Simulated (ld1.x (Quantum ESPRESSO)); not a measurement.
# Pseudopotential generation for Al (Z = 13): TM, LDA (PZ), scalar-relativistic.

```json
{
 "Element": "Al (Z = 13)",
 "Generator": "ld1.x (Quantum ESPRESSO) 7.5",
 "Type": "norm-conserving Troullier–Martins (Kleinman–Bylander form)",
 "Functional": "LDA (PZ)",
 "Relativity": "scalar-relativistic",
 "Frozen core": "[Ne]",
 "Valence charge": "3",
 "Reference configuration": "3s2 3p0.5 (charge +0.5)",
 "Partial waves": "3s (bound): rc 1.95 bohr; 3p (bound): rc 2.40 bohr",
 "Local potential": "the p channel",
 "Core correction": "a·sin(br)/r model core inside 2.00 bohr"
}
```

All-electron outer shells of the reference configuration (LDA (PZ), scalar-relativistic, ld1.x):

```csv
shell,level (eV),outermost node (bohr),outermost maximum (bohr)
3s,-11.18,0.80,2.03
3p,-5.78,0.81,2.52
```

(1) Estimate the cutoffs (Ry, on a coarse ladder) from which the occupation-weighted sum of valence levels, in a spherical-Bessel basis at the reference potential, stays within 10 and 1 mRy of its value at 400 Ry.

(2) Does the potential have ghost states?

(3) Which valence shell sets the plane-wave cutoff?

(4) Tests: 3s2 3p1; 3s2 3p0; 3s1 3p0; 3s0 3p3; 3s2 3p1.3; 3s1 3p1; 3s1 3p2. Which has the largest error in its energy relative to the reference configuration, and how large is it?

## Answers

(1) 10 Ry and 30 Ry.

(2) No extra level below or beside the all-electron valence levels (s, p, d, f tested).

(3) 3s: its level needs 25 Ry to come within 1 mRy, against 6 Ry for 3p.

(4) 3s1 3p0, with +46 meV (all-electron minus pseudo) on +23.10 eV.
